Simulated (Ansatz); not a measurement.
`C[O][Al]([NH2])[Cl]` + H–F → `C[O][Al]([F])[Cl]` + NH₃ at 298.15 K and 1 bar (ligand exchange at the Al–N bond).

Isolated molecules relaxed with PBE0-D4/def2-TZVP in Ansatz; ΔE leaves out vibrations. CCSD(T)/CBS adds triple-zeta CCSD(T) − MP2 to the extrapolated MP2 energy (def2 sets, frozen cores). This one scheme is used for every species. One conformer a species, not always the lowest.

```
              species  CCSD(T)/CBS energy (Eh)  H − E (kJ/mol)  S (J/(mol·K))
`C[O][Al]([NH2])[Cl]`               -872.89306           206.4          370.5
                  H–F               -100.39570            33.5          173.6
  `C[O][Al]([F])[Cl]`               -916.81237           143.2          357.3
                  NH₃                -56.50880           100.5          192.4
```

H − E and S are ideal-gas, rigid-rotor, harmonic terms from PBE0-D4/def2-TZVP, for one conformer and one mirror image of each species. 1 Eh = 2625.50 kJ/mol, R = 8.31446 J/(mol·K).

Problem. By hand: ΔE, ΔH, ΔS and ΔG.

Solution. ΔE = (-916.81237) + (-56.50880) − (-872.89306) − (-100.39570) = -0.03241 Eh = -85.1 kJ/mol. Δ(H − E) = 143.2 + 100.5 − 206.4 − 33.5 = 3.8, so ΔH = -81.3 kJ/mol. ΔS = 357.3 + 192.4 − 370.5 − 173.6 = 5.6 J/(mol·K). ΔG = -81.3 − 298.15 × (5.6)/1000 = -83.0 kJ/mol.

Problem. By hand: the equilibrium constant, and the temperature at which ΔG would vanish if ΔH and ΔS stayed fixed.

Solution. log₁₀ K = −ΔG/(RT ln 10) = 14.5. ΔH and −TΔS have one sign here, so there is no such temperature.

The number of gas molecules stays the same, so ΔS is small and ΔH decides. A doubt of 5 kJ/mol in ΔE shifts log₁₀ K by 0.9 here. Other conformers and mirror images would add mixing entropy, several J/(mol·K) or more a flexible species. These are equilibria of isolated gas molecules and say nothing of rates. Largest T1 diagnostic: 0.011 (customary marks: 0.02 for closed shells, 0.045 for open ones).

ΔS is within the doubt of such terms, so its sign, and with it that verdict, could turn.
